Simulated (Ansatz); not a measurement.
H3BN, SMILES `[BH-]N` (lower singlet) (charge -1, multiplicity 1). This singlet lies 1.18 eV below the relaxed triplet at the level frozen-core CCSD(T)/aug-cc-pVTZ // PBE0-D3(BJ)/def2-TZVPD (Ansatz, a program for electronic structure).

Level of theory: LDA/aug-cc-pVTZ // PBE0-D3(BJ)/def2-TZVPD (Ansatz).

Ansatz 0.2 input:
```yaml
crystal:
  periodic: [false, false, false]
  atoms:
    - { symbol: B, position_ang: [0.885299, -0.438925, 0.300924] }
    - { symbol: N, position_ang: [-0.466903, -0.096277, 0.01909] }
    - { symbol: H, position_ang: [1.596375, 0.471679, -0.142613] }
    - { symbol: H, position_ang: [-1.23239, -0.686215, 0.284822] }
    - { symbol: H, position_ang: [-0.782382, 0.749739, -0.462223] }
basis:
  gaussian: { orbitals: aug-cc-pVTZ }
hamiltonian:
  xc: lda
total_charge: -1
```

Output:

```
Functional definition: SPW92
632 factors; their error is unknown
mean field evaluation 1: about -2191.0142 eV, gradient 2.9e1 eV
mean field evaluation 2: about -2172.1938 eV, gradient 6.4e1 eV
mean field evaluation 4: about -2193.9448 eV, gradient 9.0e0 eV
mean field evaluation 8: about -2194.2383 eV, gradient 1.8e-1 eV
mean field evaluation 16: about -2194.2184 eV, gradient 2.8e-3 eV
mean field evaluation 32: about -2193.4004 eV, gradient 4.5e0 eV
a density is far from that of the atoms, so the factors are made again for it
922 factors; integrals over basis functions are off by at most 9.4e-4 eV
mean field -2194.21836716 eV, -80.6360376986 hartree, gradient 2.5e-5 eV, S^2 0.000000; 0 other end points of the search recorded, 0 dependent functions left out
reference -2194.21840502 eV, -80.6360390897 hartree; 8, 8 occupied and 153, 153 virtual orbitals, 922 factors
Total energy: -2194.21840502 eV, -80.6360390897 hartree
```
